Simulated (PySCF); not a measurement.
Choosing a molecule for a target property.

All species are isolated and taken at one optimised geometry, non-relativistic unless stated. Electronic properties by PySCF.

Dipoles, sizes and rotational constants follow the conformer. The torsions of the flexible species, by atom-mapped SMILES:
- `[SiH3:1][C:2]#[C:3][SiH2:4][CH:5]([Cl:6])[Cl:7]`: C3–Si4–C5–Cl6 -63°
- `[CH3:1][C:2]1=[C:3]([F:4])[P@@:5]1(=[O:6])[CH:7]1[CH2:8][CH2:9][CH2:10]1`: C3–P5–C7–C8 -82°
- `[CH2:1]=[N:2]/[CH:3]=[C:4]1\[CH:5]=[CH:6][C:7]1=[CH2:8]`: C1–N2–C3–C4 180°
- `[CH:1]#[C:2][CH2:3][P@@:4](=[S:5])([CH:6]=[CH2:7])[C:8]([F:9])([F:10])[F:11]`: C2–C3–P4–S5 -68°, C3–P4–C6–C7 -132°, C3–P4–C8–F9 61°
- `[Cl:1][CH2:2][CH2:3][O:4][SiH:5]1[CH2:6][CH2:7][CH2:8]1`: Cl1–C2–C3–O4 69°, C2–C3–O4–Si5 -63°, C3–O4–Si5–C6 -176°

The conformers of `C=C[P@]1(=O)CC(C)=C(F)C1` and `FC(F)=C(F)[P@]1(=S)C=CCC1` aren't listed.

Question: Wanted: smallest rotational constant above 0.7 GHz (GFN2-xTB) and dipole moment above 2 D (PBE0/pcSseg-1), at GFN2-xTB geometries. Which candidate meets both?
A. `[SiH3]C#C[SiH2]C(Cl)Cl`
B. `C#CC[P@@](=S)(C=C)C(F)(F)F`
C. `C=N/C=C1\C=CC1=C`
D. `CC1=C(F)[P@@]1(=O)C1CCC1`

Answer: D. Computed values:
| species | smallest rotational constant | dipole moment |
| --- | --- | --- |
| [SiH3]C#C[SiH2]C(Cl)Cl | 0.398 GHz | 2.43 D |
| C#CC[P@@](=S)(C=C)C(F)(F)F | 0.612 GHz | 3.78 D |
| CC1=C(F)[P@@]1(=O)C1CCC1 | 0.791 GHz | 4.23 D |
| C=N/C=C1\C=CC1=C | 1.009 GHz | 0.69 D |

Question: Wanted: HOMO–LUMO gap above 7.8 eV (PBE0/pcSseg-1) and HOMO energy below -7.2 eV (PBE0/pcSseg-1), at GFN2-xTB geometries. Which candidate meets both?
A. `C=N/C=C1\C=CC1=C`
B. `ClCCO[SiH]1CCC1`
C. `C=C[P@]1(=O)CC(C)=C(F)C1`
D. `[SiH3]C#C[SiH2]C(Cl)Cl`
E. `CC1=C(F)[P@@]1(=O)C1CCC1`
F. `FC(F)=C(F)[P@]1(=S)C=CCC1`

Answer: B. Computed values:
```csv
species,HOMO–LUMO gap,HOMO energy
C=N/C=C1\C=CC1=C,5.08 eV,-6.56 eV
FC(F)=C(F)[P@]1(=S)C=CCC1,5.59 eV,-6.70 eV
C=C[P@]1(=O)CC(C)=C(F)C1,6.40 eV,-7.15 eV
[SiH3]C#C[SiH2]C(Cl)Cl,7.00 eV,-8.10 eV
CC1=C(F)[P@@]1(=O)C1CCC1,7.53 eV,-7.63 eV
ClCCO[SiH]1CCC1,7.99 eV,-7.33 eV
```
